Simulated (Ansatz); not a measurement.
Geometry optimisation, RKS B3LYP-D4/STO-3G in Ansatz.

The input (input.yaml):

```yaml
crystal:
  periodic: [false, false, false]
  atoms:
    - { symbol: C, position_ang: [-0.938, -1.1112, 0.1859] }
    - { symbol: "N", position_ang: [0.2988, -0.4452, -0.1742] }
    - { symbol: C, position_ang: [1.3475, -1.0863, 0.5791] }
    - { symbol: C, position_ang: [0.3512, 1.0169, 0.1066] }
    - { symbol: Al, position_ang: [-0.5839, 2.016, -1.4049] }
    - { symbol: H, position_ang: [-1.2059, -0.9521, 1.2596] }
    - { symbol: H, position_ang: [-0.9456, -2.1425, -0.0902] }
    - { symbol: H, position_ang: [-1.7742, -0.5831, -0.4096] }
    - { symbol: H, position_ang: [1.258, -0.9032, 1.7285] }
    - { symbol: H, position_ang: [2.3691, -0.6853, 0.2992] }
    - { symbol: H, position_ang: [1.3854, -2.1807, 0.4134] }
    - { symbol: H, position_ang: [-0.2149, 1.2387, 1.0899] }
    - { symbol: H, position_ang: [1.2594, 1.4465, 0.1452] }
    - { symbol: H, position_ang: [-1.97636, 2.66583, -1.11472] }
    - { symbol: H, position_ang: [0.3352, 2.88762, -2.38047] }
basis:
  gaussian: { orbitals: STO-3G }
hamiltonian:
  xc: b3lyp
  dispersion: d4
relax:
  f_tol: 0.015
  max_steps: 40
```

Command:

```bash
$ ansatz run input.yaml --threads 1 --pin off --max-ram 2048MiB --backend cpu --events-out ev --progress --plain --runs-dir out
```

**Question.** Where does it end, and by what steps?

**Answer.** The run converged. The force dipped under the threshold on the way, but the program's further checks kept it going. Limits of this set-up: minimal basis. After 32 steps the energy has fallen by 2.079 eV; H15 moved furthest, 1.50 Å. The start is strongly strained (largest force component 8 eV/Å). Joined: N2–Al5 (2.89 → 1.95 Å).

| step | energy less start (eV) | largest force component (eV/Å) | accepted |
| --- | --- | --- | --- |
| 0 | 0.0000 | 8.115 | yes |
| 2 | -1.3045 | 0.567 | yes |
| 4 | -1.3585 | 0.188 | yes |
| 6 | -1.3623 | 0.033 | yes |
| 8 | -1.3629 | 0.014 | yes |
| 10 | -1.3619 | 0.213 | no |
| 12 | -1.3643 | 0.103 | yes |
| 14 | -1.3657 | 0.042 | yes |
| 16 | -1.3668 | 0.046 | yes |
| 18 | -1.3711 | 0.282 | yes |
| 20 | -1.4539 | 0.794 | yes |
| 22 | -1.8341 | 0.455 | yes |
| 24 | -2.0099 | 0.306 | yes |
| 26 | -2.0595 | 0.293 | yes |
| 28 | -2.0710 | 0.066 | yes |
| 30 | -2.0788 | 0.023 | yes |
| 32 | -2.0788 | 0.003 | yes |

```xyz
15
Properties=species:S:1:pos:R:3
C -1.119 -0.850 0.436
N 0.055 -0.031 -0.062
C 1.337 -0.825 0.088
C 0.133 1.413 0.592
Al -0.136 1.477 -1.289
H -1.004 -1.111 1.505
H -1.197 -1.778 -0.158
H -2.041 -0.259 0.303
H 1.527 -1.086 1.146
H 2.175 -0.216 -0.292
H 1.267 -1.752 -0.508
H -0.668 1.504 1.341
H 1.108 1.523 1.088
H -1.544 1.571 -1.792
H 1.074 1.600 -2.165
```

Whether the end is a true minimum wasn't checked by a vibrational analysis.

The run took 3.8 min on 1 thread of Intel(R) Xeon(R) Processor @ 2.50GHz (Skylake/Cascade Lake) (shared host), peak memory 0.14 GiB.
